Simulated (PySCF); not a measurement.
## Energy profile

The step: BCl₃ ([Cl][B]([Cl])[Cl]) + HF → BCl₂F ([F][B]([Cl])[Cl]) + HCl; bonds formed: B1–F6, Cl2–H5; bonds broken: B1–Cl2, H5–F6 (atoms numbered as in the saddle structure below).

B1  (-0.259, 0.293, -0.192)
Cl2  (1.678, -0.269, -0.176)
Cl3  (-1.038, -0.089, -1.723)
Cl4  (-0.487, 1.879, 0.535)
H5  (0.619, -0.994, 0.715)
F6  (-0.512, -0.821, 0.841)
(Å)

Electronic energies by CCSD(T) at an estimated basis limit (MP2 extrapolated from triple and quadruple zeta, plus CCSD(T) − MP2 in triple zeta), on PBE0-D4/def2-TZVP structures; BHCl3F, closed shell; no counterpoise correction. Program: PySCF 2.14 with density fitting (its default auxiliary sets; JK sets also for MP2 and CCSD(T)). Basis: def2-TZVPP and def2-QZVPP. Cores are frozen in the correlated methods. Extrapolation: Hartree–Fock as exp(−7.88 √X), correlation as X^−2.97.

**Question.** Give the profile in kJ/mol, counted from the separated reactants. (An estimate is asked for; the value comes from the calculation.)

**Answer.** The calculation gives:
```json
{"point": "separated: BCl3 (linked as [Cl][B]([Cl])[Cl]; B1, Cl2, Cl3, Cl4; singlet) + HF (H5, F6; singlet)", "kJ/mol": "0.0"}
{"point": "start structure", "kJ/mol": "-7.9"}
{"point": "saddle", "kJ/mol": "76.9"}
{"point": "end structure", "kJ/mol": "-61.5"}
{"point": "separated: BCl2F (linked as [F][B]([Cl])[Cl]; B1, Cl3, Cl4, F6; singlet) + HCl (Cl2, H5; singlet)", "kJ/mol": "-53.0"}
```

T1 diagnostic: at most 0.012.

For scale, one of the runs: CCSD(T)/def2-TZVPP, 202 basis functions, launched by `OMP_NUM_THREADS=4 python run.py`. Time: 8.6 min of wall clock on 4 CPU threads of an Arm Neoverse V2; the host was shared. Peak host memory: 3 GiB.
